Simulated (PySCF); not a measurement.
Coordinates in bohr (charge 0 multiplicity 1):
```
Pt    0.0000   -0.1498   -0.5210
S     0.0000    0.8353    3.3077
H     1.9461    1.3875   -2.0229
H    -1.9461    1.3875   -2.0229
```

Computed with PBE0 in PySCF with Pt def2-TZVP with ECP60, S def2-TZVP, H def2-TZVP; scalar-relativistic core potentials, no spin–orbit coupling; density-fitted integrals.

This geometry of H2PtS is a stationary point at this level.

Task: What is the point group?

Result: Cs.

Task: Is it a minimum?

Result: Yes: all harmonic wavenumbers are real.

Task: Which band is strongest in the infrared?

Result: 2391 cm⁻¹ (a'), 75 km/mol.

Task: What are the dipole moment and the gap between the highest occupied and lowest empty levels?

Result: 2.55 D and 2.99 eV.

Only a few start shapes were tried, so a lower isomer may exist. No spin–orbit coupling is included, which matters more the heavier the element.
